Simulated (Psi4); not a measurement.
CH$_{5}$S, charge +1, singlet, at a GFN2-xTB geometry; PBE0/def2-SVP (Psi4 1.11).

Input for Psi4:
```
memory 2 GB

molecule {
1 1
  C    -1.13733988   -0.15488493    0.31956678
  S     0.57631004    0.06030404   -0.26311906
  H    -1.76532359    0.54315093   -0.22980945
  H    -1.44558655   -1.16978631    0.07792438
  H    -1.21784394    0.02192839    1.38740599
  H     0.83830333    1.23610769    0.35754640
  H     1.19352933   -0.66695567    0.69943691
}

set basis def2-svp

energy('pbe0')
print_variables()
```

The log (banner, timings and long lists left out):

```
   => Loading Basis Set <=

    Name: DEF2-SVP
    Role: ORBITAL
    Keyword: BASIS

         ---------------------------------------------------------
                                   SCF
               by Justin Turney, Rob Parrish, Andy Simmonett
                          and Daniel G. A. Smith
                              RKS Reference
         ---------------------------------------------------------

  ==> Geometry <==

    Molecular point group: c1
    Full point group: C1

    Geometry (in Angstrom), charge = 1, multiplicity = 1:

       Center              X                  Y                   Z               Mass
    ------------   -----------------  -----------------  -----------------  -----------------
         C           -1.185534370783    -0.155570338901     0.365825940634    12.000000000000
         S            0.528115549217     0.059618631099    -0.216859899366    31.972071174400
         H           -1.813518080783     0.542465521099    -0.183550289366     1.007825032230
         H           -1.493781040783    -1.170471718901     0.124183540634     1.007825032230
         H           -1.266038430783     0.021242981099     1.433665150634     1.007825032230
         H            0.790108839217     1.235422281099     0.403805560634     1.007825032230
         H            1.145334839217    -0.667641078901     0.745696070634     1.007825032230

  Running in c1 symmetry.

  Rotational constants: A =      2.51628  B =      0.40707  C =      0.40364 [cm^-1]
  Rotational constants: A =  75436.21956  B =  12203.57275  C =  12100.96970 [MHz]
  Nuclear repulsion =   64.581183365322516

  Charge       = 1
  Multiplicity = 1
  Electrons    = 26
  Nalpha       = 13
  Nbeta        = 13

  ==> Algorithm <==

  SCF Algorithm Type is DF.
  DIIS enabled.
  MOM disabled.
  Fractional occupation disabled.
  Guess Type is SAD.
  Energy threshold   = 1.00e-06
  Density threshold  = 1.00e-06
  Integral threshold = 1.00e-12

  ==> Primary Basis <==

  Basis Set: DEF2-SVP
    Blend: DEF2-SVP
    Number of shells: 29
    Number of basis functions: 57
    Number of Cartesian functions: 59
    Spherical Harmonics?: true
    Max angular momentum: 2

  ==> DFT Potential <==

   => LibXC <=

    Version 7.1.2
    S. Lehtola, C. Steigemann, M. J. T. Oliveira, and M. A. L. Marques,  SoftwareX 7, 1–5 (2018) (10.1016/j.softx.2017.11.002)

   => Composite Functional: PBE0 <=

    PBE0 Hyb-GGA Exchange-Correlation Functional

[...]
   @DF-RKS iter   2:  -438.52208140072742    2.57804e-02   8.35167e-03 DIIS/ADIIS
   @DF-RKS iter   3:  -438.65395554966881   -1.31874e-01   5.76752e-04 DIIS/ADIIS
   @DF-RKS iter   4:  -438.65455126744502   -5.95718e-04   1.25142e-04 DIIS/ADIIS
   @DF-RKS iter   5:  -438.65458078284024   -2.95154e-05   1.20149e-05 DIIS
   @DF-RKS iter   6:  -438.65458102430284   -2.41463e-07   5.48405e-06 DIIS
   @DF-RKS iter   7:  -438.65458108116746   -5.68646e-08   8.77916e-07 DIIS
  Energy and wave function converged.

  ==> Post-Iterations <==

   Electrons on quadrature grid:
      Ntotal   =   26.0000134420 ; deviation = 1.344e-05

    Orbital Energies [Eh]
    ---------------------

    Doubly Occupied:

[...]
      13A     -0.605214

    Virtual:

[...]
    Final Occupation by Irrep:
              A
    DOCC [    13 ]
    NA   [    13 ]
    NB   [    13 ]

  @DF-RKS Final Energy:  -438.65458108116746

   => Energetics <=

    Nuclear Repulsion Energy =             64.5811833653225165
    One-Electron Energy =                -724.1730908901768089
    Two-Electron Energy =                 245.4891707165033097
    DFT Exchange-Correlation Energy =     -24.5518442728165525
    Empirical Dispersion Energy =           0.0000000000000000
    VV10 Nonlocal Energy =                  0.0000000000000000
    Total Energy =                       -438.6545810811675210

Computation Completed

Properties will be evaluated at   0.000000,   0.000000,   0.000000 [a0]

Properties computed using the SCF density matrix

 Multipole Moments:

 ------------------------------------------------------------------------------------
     Multipole            Electronic (a.u.)      Nuclear  (a.u.)        Total (a.u.)
 ------------------------------------------------------------------------------------

 L = 1.  Multiply by 2.5417464519 to convert [e a0] to [Debye]
 Dipole X            :          2.5762820           -2.4590086            0.1172734
 Dipole Y            :          0.1705065           -0.0349712            0.1355353
 Dipole Z            :         -1.7276810            2.3602628            0.6325819
 Magnitude           :                                                    0.6574821

 ------------------------------------------------------------------------------------

  Variable Map:
  ----------------------------------------------------------------------------
[...]
  Array Variable Map:
  ----------------------------------------------------------------------------
[...]
[...]
```
